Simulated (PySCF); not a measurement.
Working out the excitation energy of C²⁺

C²⁺ [He] 2s2 (1S) → C²⁺ [He] 2p2 (3P). Computed with PySCF 2.14 in aug-cc-pwCVDZ, with the non-relativistic Hamiltonian (point nucleus). Frozen: nothing. Energies in hartree (1 hartree = 27.21139 eV):

| part | C²⁺ (lower) | C²⁺ (upper) |
| --- | --- | --- |
| UHF | -36.405150 | -35.833735 |
| CCSD correlation | -0.100947 | -0.036192 |
| (T) | -0.000374 | -0.000018 |

Question: What does Hartree-Fock give?

Answer: (-35.833735) − (-36.405150) = 0.571415 hartree = 15.549 eV.

Question: What do CCSD and CCSD(T) give?

Answer: The CCSD correlation energies differ by 0.064755 hartree = 1.762 eV and the triples by 0.000356 hartree = 0.010 eV, so CCSD gives 17.311 eV and CCSD(T) 17.321 eV.

A double-zeta basis recovers only part of the correlation energy.

The coupled-cluster amplitudes are large, so a single reference is strained.
